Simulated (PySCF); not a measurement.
CH₈GeOSi, SMILES C[SiH2][O][GeH3]. Atoms are numbered in the order given.

```xyz
12

Si    -0.5508     1.5931     0.0000
C      0.6077     3.0637     0.0000
O      0.3692     0.2025     0.0000
Ge     0.0472    -1.5506     0.0000
H     -1.4326     1.6257     1.2054
H     -1.4326     1.6257    -1.2054
H      1.2543     3.0524     0.8921
H      0.0376     4.0078     0.0000
H      1.2543     3.0524    -0.8921
H      1.4256    -2.2244     0.0000
H     -0.7524    -1.9129     1.2658
H     -0.7524    -1.9129    -1.2658
```
Charge 0, spin multiplicity 1.

Coordinates come from a TPSSh-D3(BJ)/def2-SVP optimisation. The structure was generated by enumeration, and PubChem lists no compound with its InChIKey, so it may never have been made. Other conformers were not sampled.

Level of theory: PySCF with r2SCAN/def2-TZVP.

The molecule is in vacuum.

**Question.** Estimate the frontier levels, gap, dipole moment and polarisability. (Estimate from the structure and the level; the computed values follow.)

**Answer.** 
```
Item                                                                                                            Value
---------------------------------------------------------------------------------------------  ----------------------
highest occupied level                                                                                       -7.15 eV
lowest empty level                                                                                           -0.51 eV
orbital gap                                                                                                   6.63 eV
dipole moment                                                                                                  0.37 D
quadrupole, principal values (traceless, Buckingham form, about the centre of nuclear charge)  -3.12, -2.14, 5.26 D·Å
mean static polarisability                                                                      72.1 bohr³ (10.68 Å³)
polarisability, principal values                                                               65.5, 67.4, 83.4 bohr³
```
